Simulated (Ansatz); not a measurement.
Compare A (`OC([SiH3])([SiH3])S`) with its isomer B (`CS[SiH2]O[SiH3]`).

Calculated with Ansatz (gas phase, PBE0-D4/def2-TZVP geometries, no zero-point term in ΔE). CBS: MP2 limit from def2 TZ/QZ plus the TZ coupled-cluster correction, frozen cores. DFT in def2-TZVPP. B3LYP here is the variant with VWN-RPA as its local correlation; programs differ in this. One conformer a species, not always the lowest.

Problem. Which is lower in electronic energy at CCSD(T)/CBS, and by how much? (An estimate is asked.)

Solution. The calculation gave: B, by 363.9 kJ/mol.

Problem. Give E(B) − E(A) in kJ/mol with B3LYP, CCSD/def2-TZVPP, ωB97M-V, PBE-D4, CCSD(T)/def2-TZVPP, B2PLYP, r2SCAN-D4. (Best estimate.)

Solution. The calculation gave: B3LYP -366.9, CCSD/def2-TZVPP -367.3, ωB97M-V -357.3, PBE-D4 -330.6, CCSD(T)/def2-TZVPP -359.3, B2PLYP -369.9, r2SCAN-D4 -359.1. None reverses the order clearly.

Largest T1 diagnostic: 0.013.

In def2-TZVPP, CCSD(T) changes the Hartree–Fock value by +47.8 kJ/mol (the triples alone add +8.0 kJ/mol) and MP2 by +37.5 kJ/mol. The D4 term adds +6.0 kJ/mol with B3LYP and +2.7 kJ/mol with PBE0; it sums over pairs of atoms, weighted by their polarisabilities, and B3LYP, whose exchange is more repulsive, gets the larger term.
